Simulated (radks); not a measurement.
Q: All-electron atom: Xe3+ in [Kr] 4d10 5s2 5p3. All-electron calculation, scalar-relativistic Kohn-Sham, XLYP, spin-polarised, spherical densities, finite nucleus; open shells are filled with parallel spins first (spin-orbit coupling, left out, can overturn this in heavy ions); Fermi nuclear charge, rms radius 4.7859 fm. Program: a radial shooting solver on a logarithmic mesh with Libxc functionals. Some entries of the table are withheld. Estimate them.

orbital  occ.  eigenvalue (eV)  r(max) (bohr)  <r> (bohr)
1s up       1        -34412.53        0.01715     0.02666
1s down     1        -34412.38        0.01715     0.02666
2s up       1        -5384.279        0.09696      0.1146
2s down     1        -5384.208        0.09696      0.1146
2p up       3        -4835.259        0.07779      0.1003
2p down     3        -4835.136        0.07779      0.1003
3s up       1        -1127.875         0.2789      0.3064
3s down     1        -1127.748         0.2789      0.3064
3p up       3        -950.5565         0.2728      0.3044
3p down     3        -950.4117         0.2728      0.3044
3d up       5        -687.4517         0.2259      0.2809
3d down     5        -687.3122         0.2259      0.2809
4s up       1        -230.8224         0.6606      0.7162
4s down     1        -230.5189         0.6608      0.7162
4p up       3        -174.6208         0.6927      0.7643
4p down     3        -174.3084         0.6930      0.7637
4d up       5         -92.6961         0.7472      0.8747
4d down     5         -92.2499         0.7472      0.8706
5s up       1              (1)            (2)       1.747
5s down     1              (3)            (4)       1.746
5p up       3         -37.7538            (5)       2.004
5p down     0         -35.4814            (6)       2.030

A: 
(1) 5s up eigenvalue (eV): -51.0440
(2) 5s up r(max) (bohr): 1.586
(3) 5s down eigenvalue (eV): -48.7771
(4) 5s down r(max) (bohr): 1.571
(5) 5p up r(max) (bohr): 1.795
(6) 5p down r(max) (bohr): 1.790
